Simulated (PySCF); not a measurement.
Homolysis of single bonds, series allyl-X. Gas-phase values, no solvent. One relaxed conformer stands for each flexible species; it need not be the lowest. Strings in code marks are SMILES.

The four lowest singlet excitations (Tamm–Dancoff). These are PySCF 2.14.0 with PBE-D3(BJ)/def2-TZVP // PBE0-D4/def2-TZVP values and carry that method's errors. Excitations are Tamm–Dancoff values on a coarser integration grid. The basis has no diffuse functions, so Rydberg states are missing or too high.

| state | energy (eV) | wavelength (nm) | oscillator strength |
|---|---|---|---|
| S1 | 5.68 | 218 | 0.035 |
| S2 | 5.71 | 217 | 0.006 |
| S3 | 7.26 | 171 | 0.024 |
| S4 | 7.32 | 169 | 0.005 |

Question: Name which member gives these states.
A) `C=C[CH2][GeH3]` (C–C–C–Ge torsion 107°)
B) `C=CCC=C` (C–C–C–C torsion -122°, C–C–C–C torsion 122°)
C) `C=CCC#N`
D) `C=CCS` (C–C–C–S torsion 118°, C–C–S–H torsion -57°)

Answer: B, `C=CCC=C` (C–C–C–C torsion -122°, C–C–C–C torsion 122°)
